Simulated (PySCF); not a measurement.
Simulated C 1s region for `C[P@](=O)([O-])C1CC1`, binding energy against the vacuum level.

Every computed line was given a Gaussian of 0.4 eV full width at half maximum and an area set by the number of equivalent atoms; the highest printed point is 100. Level of theory: delta-SCF UKS SCAN, pcX-2 on the ionised atom, pcseg-1 elsewhere, spin-free X2C in PySCF.

(binding energy (eV), intensity): (285.2, 0), (285.3, 3), (285.4, 10), (285.5, 31), (285.6, 64), (285.7, 94), (285.8, 99), (285.9, 75), (286.0, 42), (286.1, 24), (286.2, 31), (286.3, 59), (286.4, 90), (286.5, 100), (286.6, 79), (286.7, 45), (286.8, 18), (286.9, 5), (287.0, 1), (287.1, 0)

Problem. Count the maxima, the lines and the sites behind this envelope.

Solution. The curve has 2 maxima (at 285.8 and 286.5 eV). Under it lie 4 lines from 4 inequivalent carbon sites. At this width some lines have no maximum of their own.

Problem. Decompose the envelope and assign each component. Numbering: `[CH3:1][P@:2](=[O:3])([O-:4])[CH:5]1[CH2:6][CH2:7]1`.

Solution. 
```json
{"position (eV)": "285.74", "relative area": "1", "line": "C 1s", "atoms": "C1", "environment": "sp3 carbon bound to phosphorus"}
{"position (eV)": "285.79", "relative area": "1", "line": "C 1s", "atoms": "C5", "environment": "sp3 carbon bound to phosphorus"}
{"position (eV)": "286.45", "relative area": "1", "line": "C 1s", "atoms": "C7", "environment": "three-membered-ring carbon"}
{"position (eV)": "286.51", "relative area": "1", "line": "C 1s", "atoms": "C6", "environment": "three-membered-ring carbon"}
```

Problem. What are the centre and the root-mean-square width of the whole band?

Solution. The area-weighted mean of the lines is 286.12 eV. Their own spread about it is 0.36 eV (rms) and each Gaussian has σ = 0.4/2.355 = 0.17 eV; the variances add, which gives 0.40 eV.

Lowest listed C 1s: C1, bonded to 3 H and P. Highest, 0.77 eV above it: C6, bonded to 2 C and 2 H. The values 285.74 and 285.79 eV lie too close for their order to be trusted.

The curve has no shake-up lines and no vibrational structure. The species carries charge -1, so core ionisation leaves a neutral species. The basis sets have no added diffuse functions. Geometry: PBE0-D3(BJ)/def2-SVP, one conformer, isolated ion.

On one thread, Arm Neoverse N1, shared host, this took 3.3 min wall, 2.8 min CPU.

The values belong to the conformer `[CH3:1][P@:2](=[O:3])([O-:4])[CH:5]1[CH2:6][CH2:7]1`: C1–P2–C5–C6 -76°.
